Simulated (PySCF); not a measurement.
# Reading the logs of faulty runs: BC2GeH6

Calculated results; nothing here was measured. The program is PySCF 2.14.0, an open-source quantum chemistry code, run on an isolated molecule that a program drew, which may never have been made. The molecule is BC2GeH6 (charge 0, doublet), drawn as the SMILES string `[BH][CH]=[GeH][CH3]`.

Each row is a Hartree-Fock (HF) and frozen-core CCSD(T) single point in the cc-pVDZ basis, meant for a local HF minimum. Run 1 is clean. Each other run has one planted mistake out of seven kinds, and not every kind appears here: one electron removed, one electron added, multiplicity raised by two, geometry at a saddle point, minimal basis STO-3G, one bond length entered in bohr, all coordinates scaled. The reference is restricted for singlets and unrestricted otherwise, and also for a bond in bohr. Adding or removing an electron swaps singlet and doublet. Electrons count all cores. HOMO and LUMO are orbital energies over both spins, the gradient is its largest component, and the lowest frequency (negative if imaginary) is given only where the gradient is small. Bond lengths are over the 9 bonds as drawn. T1 is the CCSD diagnostic: over 0.02 (restricted) or 0.045 (unrestricted) a single reference is doubtful. Germanium has the cc-pVDZ-PP basis, with a core potential (ECP10MDF) in place of its 10 inner electrons, and its 3s, 3p and 3d shells are frozen in CCSD(T).

Geometry of the clean run:
```xyz
10
BC2GeH6, angstrom
B    -0.6891   -1.3124   -1.7636
C     0.4300   -0.6537   -1.2918
Ge    0.5310    1.2837   -1.3665
C    -0.9020    2.0610   -2.4785
H    -1.6691   -1.8111   -2.1816
H     1.2735   -1.1544   -0.8288
H     1.9152    1.7128   -1.8997
H    -1.8843    1.7873   -2.0878
H    -0.8226    3.1493   -2.4778
H    -0.8191    1.7073   -3.5094
```

| run | electrons | basis functions | <S^2> | HOMO (eV) | LUMO (eV) | gradient (hartree/bohr) | lowest frequency (cm^-1) | mean bond (Å) | longest bond (Å) | T1 | HF (hartree) | CCSD(T) (hartree) | mistake |
|---|---|---|---|---|---|---|---|---|---|---|---|---|---|
| 1 | 55 | 95 | 0.789 | -7.57 | 1.61 | 2.0e-05 | 98 | 1.3753 | 1.973 | 0.0186 | -397.20929 | -397.71194 | no fault |
| 2 | 55 | 95 | 0.771 | -7.32 | 1.98 | 6.5e-02 | - | 1.2818 | 1.839 | 0.0153 | -397.15964 | -397.65007 | all coordinates scaled |
| 3 | 56 | 95 | 0.000 | -0.16 | 7.02 | 7.0e-02 | - | 1.3753 | 1.973 | 0.0286 | -397.17994 | -397.71967 | one electron added |
| 4 | 55 | 95 | 1.500 | -7.67 | 1.26 | 2.1e-02 | - | 1.4916 | 2.223 | 0.0644 | -397.07631 | -397.58181 | one bond length entered in bohr |
| 5 | 54 | 95 | 0.000 | -14.78 | -5.81 | 6.7e-02 | - | 1.3753 | 1.973 | 0.0176 | -396.96090 | -397.45575 | ? |

**Which mistake was planted in run 5, and what did it cost?**

It counts 54 electrons, one fewer than the clean run, at the same geometry and basis. So the mistake is: one electron removed. Subtracting run 1 and multiplying by 627.51 kcal/mol a hartree, the energy moved by 155.9 kcal/mol in HF and 160.8 kcal/mol in CCSD(T).

Cautions from the logs. Run 3: T1 is over the limit, so its CCSD(T) energy is less reliable; run 4: T1 is over the limit, so its CCSD(T) energy is less reliable.
